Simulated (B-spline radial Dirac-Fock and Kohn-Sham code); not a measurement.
# Ho⁺ 6s: cross section and angular parameters

System: Ho⁺ in the configuration 1s2 2s2 2p6 3s2 3p6 3d10 4s2 4p6 4d10 4f11 5s2 5p6 6s1; threshold 11.35 eV (orbital energy of the model). The computed values come from a radial finite-basis atomic code: Dirac-Hartree-Slater photoionisation with a Latter tail; cross sections with all multipoles, angular parameters from the dipole term and its interference with E2.

Input of the calculation (task.json; shells as n, l, electrons):

```json
{"items": [{
  "Z": 67,
  "q": 1,
  "cfg": [[1, 0, 2], [2, 0, 2], [2, 1, 6], [3, 0, 2], [3, 1, 6], [3, 2, 10], [4, 0, 2], [4, 1, 6], [4, 2, 10], [4, 3, 11], [5, 0, 2], [5, 1, 6], [6, 0, 1]],
  "A": 165,
  "rrms": 5.2022,
  "do": "xps",
  "hv": [82.8, 94.0, 100, 121.0, 167.0, 197.0, 300, 316.0, 369.0, 392.0, 408.0, 709.0, 751.0, 940.0, 1000, 1486.9, 2010.0, 2050.0, 2310.0, 2330.0, 2430.0, 4000, 4770.0, 5100.0, 6000, 7520.0, 9251.7, 11300.0, 13900.0, 15000]
}]}
```

Launch: `python xray2_run.py task.json out`

For linearly polarised light dσ/dΩ = σ/(4π) [1 + β P₂(cos θ) + (δ + γ cos²θ) sin θ cos φ], with θ from the polarisation vector and φ the angle between the beam and the projection of the electron momentum on the plane normal to the polarisation.

```
hν (eV)   σ (kb)      β       γ
   82.8     8.77  1.710   0.042
     94     8.15  1.753   0.077
    100     7.81  1.771   0.094
    121     6.64  1.813   0.148
    167     4.62  1.859   0.231
    197     3.73  1.874   0.265
    300     2.09  1.901   0.329
    316     1.94  1.904   0.335
    369     1.56  1.912   0.351
    392     1.43  1.915   0.357
    408     1.35  1.917   0.360
    709    0.598  1.937   0.369
    751    0.548  1.939   0.365
    940    0.388  1.945   0.342
   1000    0.352  1.946   0.333
 1486.9    0.185  1.954   0.245
   2010    0.111  1.959   0.150
   2050        ?      ?       ?
   2310   0.0875  1.961   0.101
   2330   0.0862  1.961   0.098
   2430   0.0800  1.962   0.083
   4000   0.0325  1.967  -0.080
   4770   0.0234  1.968  -0.119
   5100   0.0206  1.969  -0.129
   6000   0.0151  1.970  -0.141
   7520  0.00973  1.971  -0.116
 9251.7  0.00643  1.972  -0.044
  11300  0.00428  1.972   0.074
  13900  0.00279  1.972   0.252
  15000  0.00238  1.972   0.333
```

Task: Give the values at 2050 eV.

Result: σ = 0.108 kb, β = 1.959, γ = 0.143. For an s subshell δ is negligible.
